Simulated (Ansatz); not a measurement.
Geometry optimisation, Ansatz 0.2.0, RKS PBE0-D4/def2-mTZVP.

The input (input.yaml):

```yaml
crystal:
  periodic: [false, false, false]
  atoms:
    - { symbol: W, position_ang: [-0.031016, -0.180323, 0.351135] }
    - { symbol: Cl, position_ang: [0.983454, -0.255643, 2.462459] }
    - { symbol: H, position_ang: [1.385096, 0.720941, 0.110447] }
    - { symbol: H, position_ang: [-0.160377, 1.16218, -0.646284] }
    - { symbol: H, position_ang: [-1.52932, 0.627733, 0.41667] }
    - { symbol: H, position_ang: [-0.151914, -1.734037, -0.336244] }
    - { symbol: H, position_ang: [0.725377, -0.340851, -1.136884] }
basis:
  gaussian: { orbitals: def2-mTZVP }
hamiltonian:
  xc: pbe0
  dispersion: d4
relax:
  f_tol: 0.03
  max_steps: 50
```

Command:

```bash
$ ansatz run input.yaml --threads 1 --pin off --max-ram 2048MiB --backend cpu --events-out ev --progress --plain --runs-dir out
```

Question: Where does it end, and by what steps?

Answer: It converged. After 3 steps the energy has fallen by 0.087 eV; H3 moved furthest, 0.08 Å.

| step | energy less start (eV) | largest force component (eV/Å) | accepted |
| --- | --- | --- | --- |
| 0 | 0.0000 | 1.187 | yes |
| 1 | -0.0323 | 0.580 | yes |
| 2 | -0.0859 | 0.058 | yes |
| 3 | -0.0872 | 0.020 | yes |

```xyz
7
Properties=species:S:1:pos:R:3
W 0.002 -0.161 0.365
Cl 0.917 -0.291 2.427
H 1.358 0.738 0.033
H -0.151 1.186 -0.631
H -1.513 0.613 0.450
H -0.144 -1.724 -0.296
H 0.753 -0.362 -1.127
```

Whether the end is a true minimum wasn't checked by a vibrational analysis.

The run took 17 s on 1 thread of Arm Neoverse V1, with other jobs on the host, peak memory 0.14 GiB.
